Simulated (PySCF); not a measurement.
PySCF job for SiFCl, SMILES [Si](Cl)F (connectivity only; charge and spin as stated), neutral, multiplicity 1, KT2/pcSseg-2. Geometry: PBE0-D3(BJ)/def2-TZVP.

```python
import numpy as np
from pyscf import gto, scf, dft
from pyscf.prop.nmr import rks as nmr

mol = gto.M(
    atom='''
    Si    0.64675917    0.61276257    0.00000000
    F    -0.68664179    1.50265681    0.00000000
    Cl   -0.16910895   -1.30015219    0.00000000
    ''',
    basis='pcSseg-2',
    charge=0,
    spin=0,
    max_memory=1600,
    verbose=3,
)
mf = dft.RKS(mol, xc='kt2')
mf.grids.level = 3
mf.conv_tol = 1e-10
mf.max_cycle = 100
mf.kernel()
n = nmr.NMR(mf)
n.verbose = 2
n.max_cycle_cphf = 60
sigma = n.kernel()
print('atom   isotropic/ppm   span/ppm')
for i, s in enumerate(sigma):
    w = np.linalg.eigvalsh((s + s.T) / 2)
    print(f'{mol.atom_symbol(i):2s}{i + 1:3d} {w.mean():14.3f} {w[2] - w[0]:11.3f}')
```

Log of the run:

```
converged SCF energy = -856.908457173409
atom   isotropic/ppm   span/ppm
Si  1        220.437     490.926
F   2         83.753     458.207
Cl  3        462.940    1110.123
```

The run converged.
